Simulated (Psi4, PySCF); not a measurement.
The PySCF input:
```python
from pyscf import gto, scf, dft

mol = gto.M(
    atom='''
Li   -0.000000   -0.000000    0.000000
O     1.564741   -0.337639   -0.978859
H     1.817439    0.064813   -1.812666
H     2.295876   -0.912095   -0.741082
O     0.452575    0.320102    1.792566
H     1.152566    0.882117    2.132048
H     0.050019   -0.081047    2.565925
O    -0.874468    1.501844   -0.707354
H    -1.377065    1.561049   -1.522822
H    -0.943360    2.368963   -0.301872
O    -1.142848   -1.484307   -0.106352
H    -2.071378   -1.531070    0.131856
H    -0.924098   -2.352729   -0.451387
''',
    basis='cc-pvdz',
    charge=1,
    spin=0,
    verbose=4,
)

mf = dft.RKS(mol)
mf.xc = 'pbe0'
mf.grids.atom_grid = (99, 590)
mf.grids.prune = None
mf.kernel()
```

Give the equivalent Psi4 input.

Several could match; the one computed here: 
```
memory 2 GB

molecule {
1 1
Li   -0.00000000   -0.00000000    0.00000000
O     1.56474128   -0.33763891   -0.97885944
H     1.81743891    0.06481306   -1.81266588
H     2.29587622   -0.91209539   -0.74108161
O     0.45257509    0.32010193    1.79256566
H     1.15256609    0.88211730    2.13204786
H     0.05001919   -0.08104729    2.56592516
O    -0.87446830    1.50184443   -0.70735395
H    -1.37706481    1.56104858   -1.52282219
H    -0.94335988    2.36896344   -0.30187222
O    -1.14284807   -1.48430744   -0.10635227
H    -2.07137750   -1.53107049    0.13185595
H    -0.92409821   -2.35272921   -0.45138705
}

set {
  basis cc-pvdz
  scf_type pk
  puream true
  d_convergence 1e-8
  dft_radial_points 99
  dft_spherical_points 590
}

energy('pbe0')
print_variables()
```

Both were run: PySCF gave -312.832791 Eh and Psi4 -312.833512 Eh, 0.721 mEh apart.
